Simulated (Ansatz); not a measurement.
`[NH][SiH](F)Cl` radical at its PBE0-D4/def2-TZVP geometry, where that method's forces vanish. The species carries charge 0 and has multiplicity 2.

```xyz
6

N    -0.0537   -1.3526    0.2504
Si    0.2101    0.2943   -0.2008
F    -1.0112    0.9393   -0.9888
Cl    0.4732    1.3182    1.5394
H    -1.0222   -1.6097    0.4490
H     1.4037    0.4104   -1.0492
```

Question: What forces (eV/Å) does r2SCAN-D4/def2-TZVPP give on these atoms in Ansatz? (Estimate.)

Answer: Ansatz gave: 
```
N1   0.030  0.012  0.012
Si2  0.031 -0.068 -0.060
F3  -0.039  0.040 -0.040
Cl4  0.013  0.026  0.068
H5  -0.009 -0.004  0.003
H6  -0.026 -0.005  0.018
```
